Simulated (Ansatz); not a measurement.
C3H8OSi can be A, `C=C([SiH3])OC`, or B, `C=CO[SiH2]C`.

Program: Ansatz. Geometries: PBE0-D4/def2-TZVP. ΔE: electronic, gas phase. CCSD(T)/CBS is the MP2 limit (def2-TZVPP, def2-QZVPP) plus CCSD(T) − MP2 in def2-TZVPP, frozen cores. Functionals use def2-TZVPP. Each species was taken in one conformer, which may not be the lowest.

**Question.** Which isomer does CCSD(T)/CBS put lower? Give the gap. (Best estimate.)

**Answer.** Ansatz gave: B, by 176.1 kJ/mol.

**Question.** Give E(B) − E(A) in kJ/mol with PBE-D4, CCSD(T)/def2-TZVPP, PBE0-D4, CCSD/def2-TZVPP, ωB97M-V, r2SCAN-D4, B2PLYP. (Estimate.)

**Answer.** Ansatz gave: PBE-D4 -161.3, CCSD(T)/def2-TZVPP -172.2, PBE0-D4 -168.7, CCSD/def2-TZVPP -175.1, ωB97M-V -175.3, r2SCAN-D4 -173.9, B2PLYP -174.0. None reverses the order clearly.

Largest T1 diagnostic: 0.013.

In def2-TZVPP, CCSD(T) changes the Hartree–Fock value by +9.1 kJ/mol (the triples alone add +2.9 kJ/mol) and MP2 by +3.0 kJ/mol. From PBE to PBE0 (25 % exact exchange), in def2-TZVPP and without D4, E(B) − E(A) moves by −7.4 kJ/mol.
